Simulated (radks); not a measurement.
Values are calculated unless marked as measured or tabulated.
Problem. The mean radii <r> (bohr) of the occupied orbitals of an atom or ion are listed with their occupations. Level of theory: scalar-relativistic Kohn-Sham, PBE, spin-polarised, spherical densities, finite nucleus; Fermi nuclear charge, rms radius of each element as measured or else 0.836 A^(1/3) + 0.57 fm (a radial shooting solver on a logarithmic mesh with Libxc functionals).

orbital  occ.     <r>
1s up       1  0.1764
1s down     1  0.1762
2s up       1  0.9984
2s down     1   1.010
2p up       3   1.089
2p down     2   1.127

Name the element and its charge. Open shells, if any, are filled with parallel spins first.

Solution. Z = 9, fluorine, charge 0: F in [He] 2s2 2p5. The 1s radius gives Z: for a bare nucleus <r> = (2 gamma + 1)/(2Z) with gamma = sqrt(1 - (Z/c)^2), 0.1664 bohr for Z = 9, and screening makes it slightly larger (0.1764 here). The occupations add up to 9, and the charge is Z minus that.
